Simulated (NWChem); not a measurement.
System: C₄H₇Cl; SMILES C1C(CC1)Cl

Excerpt of the output:

```
             Northwest Computational Chemistry Package (NWChem) 7.3.0
             --------------------------------------------------------

                             Geometry "geometry" -> ""
                             -------------------------

 Output coordinates in angstroms (scale by  1.889725989 to convert to a.u.)

  No.       Tag          Charge          X              Y              Z
 ---- ---------------- ---------- -------------- -------------- --------------
    1 Cl                  17.0000     0.11031400     1.82128400     0.00000000
    2 C                    6.0000     0.54470900     0.06001600     0.00000000
    3 C                    6.0000    -0.06844900    -0.84397000    -1.08637400
    4 C                    6.0000    -0.16725800    -1.95351400     0.00000000
    5 C                    6.0000    -0.06844900    -0.84397000     1.08637400
    6 H                    1.0000     1.63578900     0.02501700     0.00000000
    7 H                    1.0000     0.53123000    -1.03145200    -1.98155900
    8 H                    1.0000    -1.05847100    -0.48555400    -1.38262200
    9 H                    1.0000     0.70868300    -2.60951500     0.00000000
   10 H                    1.0000    -1.06974000    -2.57062000     0.00000000
   11 H                    1.0000     0.53123000    -1.03145200     1.98155900
   12 H                    1.0000    -1.05847100    -0.48555400     1.38262200

 Effective nuclear repulsion energy (a.u.)     219.6047672058

                                 NWChem DFT Module
                                 -----------------

 Summary of "ao basis" -> "ao basis" (spherical)
 ------------------------------------------------------------------------------
       Tag                 Description            Shells   Functions and Types
 ---------------- ------------------------------  ------  ---------------------
 Cl                          6-31g*                  8       18   4s3p1d
 C                           6-31g*                  6       14   3s2p1d
 H                           6-31g*                  2        2   2s

 in cosmo_initialize ...
 calling solv_data for solv:hexane

 solvent parameters
 solvname_short: hexane
 solvname_long:  n-hexane
 dielec:        1.8819
 dielecinf:     1.8903
 nonaqueous SMD model solvent descriptors
 dielec:        1.8819
 sola:          0.0000
 solb:          0.0000
 solc:          0.0000
 solg:         25.7500
 solh:          0.0000
 soln:          1.3749

          ---------------
          -cosmo- solvent
          ---------------
 Cosmo: York-Karplus, doi: 10.1021/jp992097l
 dielectric constant -eps-     =   1.88
 screen = (eps-1)/(eps    )    =   0.46862
 surface charge correction     = lagrangian

   van der Waals surface
 --------------------------

[...]

                                COSMO-SMD solvation results
                                ---------------------------

             internal energy in gas <Psi(g)|H|Psi(g)> =      -616.694765176849
         internal energy in solvent <Psi(s)|H|Psi(s)> =      -616.694618002212
                               delta internal energy  =         0.000147174638 (    0.09 kcal/mol)
   total free energy in solvent <Psi(s)|H+V/2|Psi(s)> =      -616.697095117775
 polarization energy contribution <Psi(s)|V/2|Psi(s)> =        -0.002477115563 (   -1.55 kcal/mol)
    total free energy in solvent including G(SMD-CDS) =      -616.702582420811
                       G(SMD-CDS) energy contribution =        -0.005487303036 (   -3.44 kcal/mol)
     1 M fixed-concentration free energy of solvation =        -0.007817243962 (   -4.91 kcal/mol)

                       DFT Final Molecular Orbital Analysis
                       ------------------------------------

 Vector   22  Occ=2.000000D+00  E=-3.848847D-01
              MO Center= -3.8D-03, -1.0D+00, -1.2D-09, r^2= 2.9D+00
   Bfn.  Coefficient  Atom+Function         Bfn.  Coefficient  Atom+Function
  ----- ------------  ---------------      ----- ------------  ---------------
    51      0.353351   4 C  pz               37     -0.281024   3 C  pz
    65     -0.281024   5 C  pz                9      0.194939   1 Cl pz
    55      0.191309   4 C  pz               41     -0.155779   3 C  pz
    69     -0.155779   5 C  pz               77      0.135248   7 H  s
    85     -0.135248  11 H  s                36      0.132447   3 C  py

 Vector   23  Occ=2.000000D+00  E=-3.464864D-01
              MO Center=  1.4D-01,  1.1D+00, -1.7D-08, r^2= 2.7D+00
   Bfn.  Coefficient  Atom+Function         Bfn.  Coefficient  Atom+Function
  ----- ------------  ---------------      ----- ------------  ---------------
     9      0.620827   1 Cl pz               13      0.365356   1 Cl pz
     5     -0.239193   1 Cl pz               23     -0.224282   2 C  pz
    37      0.146026   3 C  pz               65      0.146026   5 C  pz
    38      0.125587   3 C  s                66     -0.125587   5 C  s
    36      0.123282   3 C  py               64     -0.123282   5 C  py

 Vector   24  Occ=2.000000D+00  E=-3.447229D-01
              MO Center=  1.6D-01,  9.1D-01,  1.6D-08, r^2= 3.2D+00
   Bfn.  Coefficient  Atom+Function         Bfn.  Coefficient  Atom+Function
  ----- ------------  ---------------      ----- ------------  ---------------
     7      0.555224   1 Cl px               11      0.328112   1 Cl px
     8      0.233088   1 Cl py                3     -0.213848   1 Cl px
    21     -0.197854   2 C  px               50     -0.161399   4 C  py
    36      0.151846   3 C  py               64      0.151846   5 C  py
    76     -0.149680   6 H  s                12      0.130445   1 Cl py

 Vector   25  Occ=0.000000D+00  E= 7.358922D-02
              MO Center=  2.2D-02,  6.4D-01,  1.7D-10, r^2= 4.0D+00
   Bfn.  Coefficient  Atom+Function         Bfn.  Coefficient  Atom+Function
  ----- ------------  ---------------      ----- ------------  ---------------
    24      0.881450   2 C  s                12      0.799729   1 Cl py
    26      0.738770   2 C  py               10     -0.621388   1 Cl s
    84     -0.412762  10 H  s                80     -0.409785   8 H  s
    88     -0.409785  12 H  s                22      0.372800   2 C  py
     8      0.366678   1 Cl py               38      0.312068   3 C  s

 Vector   26  Occ=0.000000D+00  E= 1.305286D-01
              MO Center=  9.4D-01, -1.0D+00, -1.6D-08, r^2= 4.9D+00
   Bfn.  Coefficient  Atom+Function         Bfn.  Coefficient  Atom+Function
  ----- ------------  ---------------      ----- ------------  ---------------
    76      1.090387   6 H  s                24     -0.981276   2 C  s
    82      0.888351   9 H  s                78      0.844621   7 H  s
    86      0.844621  11 H  s                52     -0.773399   4 C  s
    25     -0.511771   2 C  px               38     -0.468761   3 C  s
    41      0.469581   3 C  pz               66     -0.468761   5 C  s

 Vector   27  Occ=0.000000D+00  E= 1.592879D-01
              MO Center= -3.1D-01, -1.1D+00,  2.9D-08, r^2= 5.1D+00
   Bfn.  Coefficient  Atom+Function         Bfn.  Coefficient  Atom+Function
  ----- ------------  ---------------      ----- ------------  ---------------
    52     -1.783312   4 C  s                24      1.643048   2 C  s
    84      0.949649  10 H  s                40     -0.768925   3 C  py
    68     -0.768925   5 C  py               80      0.531234   8 H  s
    88      0.531234  12 H  s                38     -0.509176   3 C  s
    66     -0.509177   5 C  s                82      0.482301   9 H  s

     Multipole analysis of the density
     ---------------------------------

     L   x y z        total         alpha         beta         nuclear
     -   - - -        -----         -----         ----         -------
     0   0 0 0     -0.000000    -24.000000    -24.000000     48.000000

     1   1 0 0      0.134780     -3.276391     -3.276391      6.687563
     1   0 1 0     -1.070081     -1.748311     -1.748311      2.426540
     1   0 0 1      0.000000      0.000000      0.000000     -0.000000

     2   2 0 0    -27.082728    -30.215933    -30.215933     33.349139
     2   1 1 0     -0.403500    -12.948404    -12.948404     25.493308
     2   1 0 1      0.000000      0.000000      0.000000      0.000000
     2   0 2 0    -30.552968   -200.747231   -200.747231    370.941495
     2   0 1 1      0.000000      0.000000      0.000000      0.000000
     2   0 0 2    -28.005388    -60.138954    -60.138954     92.272520
```

Level: M06-2X/6-31G* (spherical d), SMD on the gas-phase geometry. Coordinates come from a B3LYP/6-31G* (spherical d) optimisation. Solvent: n-hexane.

Q: Reconstruct the input file.

A: One answer among several that fit: the input that was run:
```
start job
memory heap 200 mb stack 900 mb global 1100 mb
geometry units angstroms noautosym nocenter noautoz
  Cl     0.110314     1.821284     0.000000
  C      0.544709     0.060016     0.000000
  C     -0.068449    -0.843970    -1.086374
  C     -0.167258    -1.953514     0.000000
  C     -0.068449    -0.843970     1.086374
  H      1.635789     0.025017     0.000000
  H      0.531230    -1.031452    -1.981559
  H     -1.058471    -0.485554    -1.382622
  H      0.708683    -2.609515     0.000000
  H     -1.069740    -2.570620     0.000000
  H      0.531230    -1.031452     1.981559
  H     -1.058471    -0.485554     1.382622
end
basis spherical
  Cl library 6-31g*
  C library 6-31g*
  H library 6-31g*
end
dft
  xc m06-2x
  iterations 150
end
cosmo
  do_cosmo_smd true
  solvent hexane
end
task dft energy
```
